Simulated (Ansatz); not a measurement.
Saddle point of SiN2H5Br, singlet (SiN₂H₅Br ([NH2][Si]([NH3])[Br]) → SiN₂H₅ ([NH2][Si][NH3]) + Br; bonds broken: Si1–Br2), PBE0-D4/def2-TZVP structure:

```
9
angstrom
Si 1.0659 0.8524 -0.4436
Br -0.7765 -2.1710 -1.0863
H 0.1177 -1.2349 0.2595
N 0.6816 -0.4456 0.8645
N -0.5480 1.3066 -0.6551
H 0.0663 -0.1287 1.6095
H 1.5026 -0.8760 1.2777
H -0.7807 2.0169 -1.3330
H -1.3291 0.6803 -0.4933
```

Energies are electronic, without zero-point energy. Barriers and step energies count from the start structure reached by relaxing down the imaginary mode; all methods use the PBE0-D4 structures, on which another method's saddle can fall below an end. Program: Ansatz 0.2.0. Basis: def2-TZVPP, with def2-QZVPP for the basis limit. Cores are frozen in the correlated methods. Filled d shells of the heavier atoms are correlated. The def2 sets are not built for correlating such inner shells, so the correlated values are less sure here. B3LYP uses VWN-RPA correlation. Extrapolation: Hartree–Fock as exp(−7.88 √X), correlation as X^−2.97.

| method | barrier (kJ/mol) | step energy (kJ/mol) |
| --- | --- | --- |
| SPW92 | 78.6 | 64.3 |
| PBE-D4 | 84.9 | 73.4 |
| BLYP-D4 | 75.2 | 64.7 |
| r2SCAN-D4 | 87.7 | 77.8 |
| B97M-V | ? | 84.9 |
| PBE0-D4 | ? | 82.7 |
| B3LYP-D4 | 82.8 | 72.7 |
| r2SCAN0-D4 | 94.0 | 84.7 |
| BHLYP-D4 | 91.7 | 83.3 |
| CAM-B3LYP-D4 | ? | 73.9 |
| wB97X-V | 95.8 | 86.5 |
| wB97M-V | 93.9 | 85.1 |
| B2PLYP | 86.9 | 75.4 |
| PBE-QIDH | 98.3 | 87.5 |
| RPA on PBE | 92.4 | 79.5 |
| HF | 97.4 | 91.7 |
| MP2 | 94.9 | 83.6 |
| CCSD | 94.3 | 83.9 |
| CCSD(T) | 92.9 | 81.1 |

Task: Fill in the withheld barriers. (An estimate is asked for; the value comes from the calculation.)

Result: By the calculation: CAM-B3LYP-D4 84.5; PBE0-D4 93.4; B97M-V 92.5 kJ/mol. Each is the energy of the saddle less that of the start structure, by the same method.

For comparison, the barrier by CCSD(T) at an estimated basis limit (MP2 extrapolated from triple and quadruple zeta, plus CCSD(T) − MP2 in triple zeta) is 96.1 kJ/mol.

The T1 diagnostic stays at or below 0.013.

Labels in which every atom is bracketed show which atoms are joined, not bond orders.

For scale, one of the runs: CCSD(T)/def2-TZVPP, 222 basis functions, launched by `ansatz run in.yaml --threads 4 --pin off --events-out ev --progress --plain --max-ram 9574MiB`. Hardware: 4 CPU threads of an Arm Neoverse V1, shared host. Wall time 2.5 min; peak host memory 3.5 GiB.
